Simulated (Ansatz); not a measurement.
F3La, singlet, geometry from GFN2-xTB (such geometries of metal compounds can be far from the true shape) (core potentials on La). Base run: R2SCAN/def2-TZVP in Ansatz (a first-principles code).

Here is a job for Ansatz.
Ansatz 0.2 input:
```yaml
crystal:
  periodic: [false, false, false]
  atoms:
    - {symbol: La, position_ang: [0.03101627, -0.05651823, -0.13480663]}
    - {symbol: F, position_ang: [-1.70864996, -0.89419144, 0.33144867]}
    - {symbol: F, position_ang: [-0.05107305, 1.90142145, -0.45924858]}
    - {symbol: F, position_ang: [1.56328666, -0.64928125, 0.98157523]}
basis:
  gaussian:
    orbitals: def2-TZVP
hamiltonian:
  xc: r2scan
```

The base run was repeated with changes; each row names its change, and settings that it needs were set with it.

```tsv
change	basis functions	E (Eh)
base	133	-331.35487
basis = def2-SV(P)	67	-330.94642
basis = def2-SVP	74	-330.97779
basis = def2-SVPD	104	-331.00279
basis = def2-TZVPP	149	-331.36681
basis = def2-TZVPD	163	-331.35815
basis = def2-QZVP	243	-331.38900
basis = def2-QZVPP	252	-331.39022
```

Totals compare only among sets that treat the same electrons; sets with core potentials leave the core out.
